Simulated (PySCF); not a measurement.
# Reading the logs of faulty runs: BCl2GeH2

These are calculations, not measurements. They come from PySCF 2.14.0, an open-source quantum chemistry program, on an isolated molecule that a program drew, which may never have been made. The molecule is BCl2GeH2 (charge 0, doublet), drawn as the SMILES string `Cl[B](Cl)[GeH2]`.

Each row is a Hartree-Fock (HF) and frozen-core CCSD(T) single point in the cc-pV(D+d)Z basis, meant for a local HF minimum. Run 1 is clean. Each other run has one planted mistake out of seven kinds, and not every kind appears here: one electron removed, one electron added, multiplicity raised by two, geometry at a saddle point, minimal basis STO-3G, one bond length entered in bohr, all coordinates scaled. The reference is restricted for singlets and unrestricted otherwise, and also for a bond in bohr. Adding or removing an electron swaps singlet and doublet. Electrons count all cores. HOMO and LUMO are orbital energies over both spins, the gradient is its largest component, and the lowest frequency (negative if imaginary) is given only where the gradient is small. Bond lengths are over the 5 bonds as drawn. T1 is the CCSD diagnostic: over 0.02 (restricted) or 0.045 (unrestricted) a single reference is doubtful. Germanium has the cc-pVDZ-PP basis, with a core potential (ECP10MDF) in place of its 10 inner electrons, and its 3s, 3p and 3d shells are frozen in CCSD(T).

Geometry of the clean run:
```xyz
6
BCl2GeH2, angstrom
Cl   -3.7633   -2.9983   -0.0252
B    -3.1687   -1.3506    0.1491
Cl   -3.2329   -0.5972    1.7387
Ge   -2.3045   -0.3756   -1.4390
H    -2.2627    1.1484   -1.3515
H    -2.7096   -0.8624   -2.8286
```

```
run  electrons  basis functions  <S^2>  HOMO (eV)  LUMO (eV)  gradient (hartree/bohr)  lowest frequency (cm^-1)  mean bond (Å)  longest bond (Å)      T1  HF (hartree)  CCSD(T) (hartree)                 mistake
  1         73               93  0.764      -8.79       0.27                  2.8e-05                       150         1.7258             2.054  0.0155   -1238.28829        -1238.78711                no fault
  2         73               93  0.763      -8.72       0.34                  2.2e-02                         -         1.6878             2.009  0.0149   -1238.28520        -1238.78324  all coordinates scaled
  3         73               93  1.236      -8.90       0.58                  2.6e-02                         -         2.0913             3.882  0.0487   -1238.20234        -1238.68381                       ?
  4         74               93  0.000      -1.26       7.38                  5.3e-02                         -         1.7258             2.054  0.0194   -1238.30344        -1238.83431                       ?
```

**Which mistake was planted in run 3, and what did it cost?**

The mean bond changes by a factor of 1.212 and the longest by 1.890, so the molecule wasn't scaled as a whole. A length L in bohr read as angstrom grows by (1/0.5292 - 1) L = 0.890 L. The 5 bonds together grew by 5 x 0.3655 = 1.827 Å, which gives L = 2.054 Å. That is bond B2-Ge4, 2.054 Å in the clean geometry. So the mistake is: one bond length entered in bohr. Subtracting run 1 and multiplying by 627.51 kcal/mol a hartree, the energy moved by 53.9 kcal/mol in HF and 64.8 kcal/mol in CCSD(T).

**Which mistake was planted in run 4, and what did it cost?**

It counts 74 electrons, one more than the clean run, at the same geometry and basis. So the mistake is: one electron added. Subtracting run 1 and multiplying by 627.51 kcal/mol a hartree, the energy moved by -9.5 kcal/mol in HF and -29.6 kcal/mol in CCSD(T).

Cautions from the logs. Run 3: T1 is over the limit, so its CCSD(T) energy is less reliable.
